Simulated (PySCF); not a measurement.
Computed shifts of a molecule C₄H₆ClF, PySCF with PBE/pcSseg-1, GIAO, gas phase, atoms alike by connectivity averaged where their shifts nearly agree, in ppm (number of nuclei): ¹³C: 143.2 (1), 127.5 (1), 118.9 (1), 54.5 (1). ¹⁹F: -168.0 (1). ¹H: 6.39 (1), 6.38 (1), 5.72 (2), 3.29 (1), 2.54 (1). References: ¹³C against TMS (σ = 182.0 ppm); ¹⁹F against CFCl3 (σ = 133.6 ppm); ³⁵Cl against HCl (σ = 936.5 ppm); ¹H against TMS (σ = 31.49 ppm), references at their B3LYP-D3(BJ)/def2-TZVP geometries, non-relativistic (without spin–orbit terms, shifts of atoms bonded to Cl or Br come out too high). Geometry optimised at B3LYP-D3(BJ)/def2-SVP. The values are those of a single conformer.

**Question.** Identify the compound among the candidates.
A) F[C@H]1C[C@@H](Cl)C1
B) C=CC[C@H](F)Cl
C) C/C(F)=C(\C)Cl
D) CC/C(Cl)=C\F

**Answer.** B, C=CC[C@H](F)Cl
